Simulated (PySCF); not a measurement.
Computed IR spectrum (relative IR intensity) of a molecule C₂H₇BClN. Geometry: PBE-D3(BJ)/def2-SVP. One conformer was computed; it need not be the lowest. These are PySCF with PBE-D3(BJ)/def2-SVP values and carry that method's errors. Frequencies are harmonic and unscaled.

Lines under 2 % of the strongest are left out, and lines within 2 cm⁻¹ are merged.

```csv
ν (cm⁻¹),relative intensity
340,3.5
362,3.7
776,26
791,5.9
877,5.5
1037,5.5
1124,87
1226,48
1390,32
1403,19
1418,27
1509,100
2583,76
2936,29
2942,54
2999,34
3007,5.5
3090,4.7
```

### Question
Identify the compound among the candidates.
(A) CN(C)BCl
(B) CNB(C)Cl
(C) CCB(N)Cl

### Answer
A, CN(C)BCl
